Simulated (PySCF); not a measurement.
Molfile (atoms numbered from 1):
```
C5H8Si
     RDKit          3D

 14 13  0  0  0  0  0  0  0  0999 V2000
    3.1021    0.9237   -0.2478 C   0  0  0  0  0  0  0  0  0  0  0  0
    2.2886    0.6973    0.7949 C   0  0  0  0  0  0  0  0  0  0  0  0
    1.0472    0.0073    0.7257 C   0  0  0  0  0  0  0  0  0  0  0  0
   -0.0148   -0.5874    0.6980 C   0  0  0  0  0  0  0  0  0  0  0  0
   -1.3074   -1.2356    0.6316 C   0  0  0  0  0  0  0  0  0  0  0  0
   -2.6556   -0.0310    0.0391 Si  0  0  0  0  0  4  0  0  0  0  0  0
    2.8505    0.5770   -1.2533 H   0  0  0  0  0  0  0  0  0  0  0  0
    4.0421    1.4639   -0.1152 H   0  0  0  0  0  0  0  0  0  0  0  0
    2.5788    1.0636    1.7876 H   0  0  0  0  0  0  0  0  0  0  0  0
   -1.6042   -1.6305    1.6187 H   0  0  0  0  0  0  0  0  0  0  0  0
   -1.2835   -2.0941   -0.0621 H   0  0  0  0  0  0  0  0  0  0  0  0
   -3.9663   -0.7496   -0.0153 H   0  0  0  0  0  0  0  0  0  0  0  0
   -2.3135    0.4757   -1.3217 H   0  0  0  0  0  0  0  0  0  0  0  0
   -2.7603    1.1147    0.9891 H   0  0  0  0  0  0  0  0  0  0  0  0
  1  2  2  0
  2  3  1  0
  3  4  3  0
  4  5  1  0
  5  6  1  0
  1  7  1  0
  1  8  1  0
  2  9  1  0
  5 10  1  0
  5 11  1  0
  6 12  1  0
  6 13  1  0
  6 14  1  0
M  END
```

Geometry: PBE0-D3(BJ)/def2-SVP; GIAO absolute shieldings from PySCF, gas phase, non-relativistic, averaged over equivalent atoms.

At BLYP/pcSseg-1 (149 basis functions, 27 s wall time on 1 thread of an Arm Neoverse N1, shared host):
```csv
atoms,σ (ppm)
C1,45.2
C2,51.2
C4,80.1
C3,89.6
C5,172.4
Si6,392.2
H9,25.55
H7,25.77
H8,26.02
H12/H13/H14,27.41
H10/H11,29.39
```

Question: Estimate the result of repeating the calculation with B97-D/pcSseg-1.

Answer: 
```json
{"atoms": "C1", "σ at B97-D/pcSseg-1": "52.8", "change": "+7.6"}
{"atoms": "C2", "σ at B97-D/pcSseg-1": "59.6", "change": "+8.4"}
{"atoms": "C4", "σ at B97-D/pcSseg-1": "87.3", "change": "+7.2"}
{"atoms": "C3", "σ at B97-D/pcSseg-1": "96.6", "change": "+7.0"}
{"atoms": "C5", "σ at B97-D/pcSseg-1": "176.3", "change": "+3.9"}
{"atoms": "Si6", "σ at B97-D/pcSseg-1": "410.7", "change": "+18.5"}
{"atoms": "H9", "σ at B97-D/pcSseg-1": "25.60", "change": "+0.05"}
{"atoms": "H7", "σ at B97-D/pcSseg-1": "25.79", "change": "+0.02"}
{"atoms": "H8", "σ at B97-D/pcSseg-1": "26.01", "change": "-0.01"}
{"atoms": "H12/H13/H14", "σ at B97-D/pcSseg-1": "27.50", "change": "+0.09"}
{"atoms": "H10/H11", "σ at B97-D/pcSseg-1": "29.44", "change": "+0.05"}
```

The largest change is at Si6 (silicon bonded to C, 3 H). Cost: 149 basis functions, 27 s wall time on 1 thread of an Arm Neoverse N1, shared host. The order of the carbon signals is the same at both levels.
